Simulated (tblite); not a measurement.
C7H9O (doublet state).
Bonds: C1–C2 (double), C2–C3, C3–C4, C4–C5, C5–O6, C4–C7, C7–C8 (double), C2–C7. Hydrogens: H9, H10 on C1; H11, H12 on C3; H13, H14 on C5; H15 on O6; H16, H17 on C8.

Structure optimised with GFN2-xTB, isolated species. This method treats the open shell by occupation alone, without spin polarisation.

Q: Give the optimised bond lengths and angles.

A: 
```csv
bond,length (pm)
C1=C2,131.8
C2–C3,152.1
C3–C4,150.5
C4–C5,147.8
C5–O6,140.6
C4–C7,140.8
C7=C8,136.0
C2–C7,147.9
C1–H9,107.7
C1–H10,107.7
"C3–H11, C3–H12",109.3
"C5–H13, C5–H14",110.4
O6–H15,96.4
C8–H16,107.5
C8–H17,107.5
```

Bonds in one row agree within 1 pm and their mean is given. A selection of angles:
```csv
angle,degrees
C2–C1–H9,121.5
C2–C1–H10,121.8
H9–C1–H10,116.7
C1–C2–C3,134.2
C1–C2–C7,135.7
C3–C2–C7,90.0
C2–C3–C4,85.7
C2–C3–H11,115.3
C4–C3–H11,115.8
H11–C3–H12,108.3
C3–C4–C5,130.7
C3–C4–C7,93.4
C5–C4–C7,135.8
C4–C5–O6,114.4
C4–C5–H13,110.5
C4–C5–H14,109.0
O6–C5–H13,105.6
O6–C5–H14,110.4
H13–C5–H14,106.6
C5–O6–H15,108.4
C4–C7–C8,136.3
C2–C7–C4,90.9
C2–C7–C8,132.8
C7–C8–H16,121.9
C7–C8–H17,120.5
H16–C8–H17,117.6
```

Torsions: C1–C2–C3–C4 -179° (antiperiplanar); C2–C3–C4–C5 177° (antiperiplanar); C3–C4–C5–O6 -169° (antiperiplanar); C3–C4–C7–C8 -179° (antiperiplanar); C1–C2–C7–C4 179° (antiperiplanar); H15–O6–C5–C4 46° (synclinal). The mirror-image conformer, all signs reversed, is as good.

C4 (carbon bonded to 3 C) is planar (angles 135.8°, 130.7° and 93.4°, sum 360.0°, 0.02 Å off the plane of its three neighbours). The 4-membered ring C2–C3–C4–C7 has internal angles of 85.7° to 93.4°; it is planar, 0.00 Å rms from its mean plane, widest ring torsion 1°. C2 (carbon bonded to 3 C) is planar (angles 135.7°, 134.2° and 90.0°, sum 360.0°, 0.00 Å off the plane of its three neighbours). C1 (carbon bonded to C and 2 H) is planar (angles 121.8°, 121.5° and 116.7°, sum 360.0°, 0.00 Å off the plane of its three neighbours). The 7 C–C bonds span 1.318 Å (C1=C2, drawn double) to 1.521 Å (C2–C3, drawn single), a spread of 0.203 Å. C8 (carbon bonded to C and 2 H) is planar (angles 121.9°, 120.5° and 117.6°, sum 360.0°, 0.01 Å off the plane of its three neighbours). Of the pairs four or more bonds apart, C7···H15 is among the closest relative to their van der Waals radii: 2.86 Å, 99 % of the sum of Bondi's values.

Point group: C1 (no symmetry element, even within 0.4 Å). Its GFN2-xTB frequencies are all real (lowest 51 cm⁻¹). Torsions: C3–C4–C5–O6 -169°, C4–C5–O6–H 46°.

All values are computed, not measured.
